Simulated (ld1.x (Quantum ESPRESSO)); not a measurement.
## C (Z = 6): excitation energies, all-electron against PAW

```json
{
  "Element": "carbon",
  "Generator": "ld1.x (Quantum ESPRESSO) 7.5",
  "Type": "PAW",
  "Functional": "PBE",
  "Relativity": "scalar-relativistic",
  "Frozen core": "[He]",
  "Valence charge": "4",
  "Reference configuration": "2s2 2p0 (charge +2)",
  "Partial waves": "2s (bound): rcut 0.65, rcutus 0.85 bohr; 2s channel at -0.8 Ry: rcut 0.65, rcutus 0.85 bohr; 2p (bound, empty): rcut 1.20, rcutus 1.30 bohr; 2p channel at -0.8 Ry: rcut 1.20, rcutus 1.30 bohr; 3d channel at -0.15 Ry: rcut 0.95, rcutus 1.20 bohr",
  "Local potential": "all-electron potential smoothed inside 1.25 bohr (lloc = -1)",
  "Core correction": "Bessel-smoothed model core inside 0.55 bohr",
  "Augmentation charge": "PSQ, inside the norm-conserving radii"
}
```

Energies are relative to the spin-unpolarised reference configuration 2s2 2p0; without spin polarisation the order of configurations can differ from experiment. Not all tests gave a result: 1 of 7 tests not solved or not reliable. Left out of the table: 2s2 2p2 (solver errors, printed error -116 eV).

```
valence configuration  charge  ΔE all-electron (eV)  error AE − PS (meV)
              2s2 2p1      +1               -24.156                 -1.2
              2s1 2p0      +3                48.194                 -6.0
            2s2 2p1.5    +0.5               -31.054                 -1.9
              2s0 2p4       0               -18.043                 -2.5
```

**Question.** What are ΔE and the potential's error for 2s1 2p3?

**Answer.** ΔE = -26.540 eV all-electron; the error (AE − PS) is -2.1 meV.

**Question.** What are ΔE and the potential's error for 2s1 2p2?

**Answer.** ΔE = -15.402 eV all-electron; the error (AE − PS) is -1.6 meV.

Note: ghost state, extra bound levels that the all-electron valence spectrum of the same l lacks: s at -179.9 eV. A true bound ghost makes a file unfit for plane-wave use.
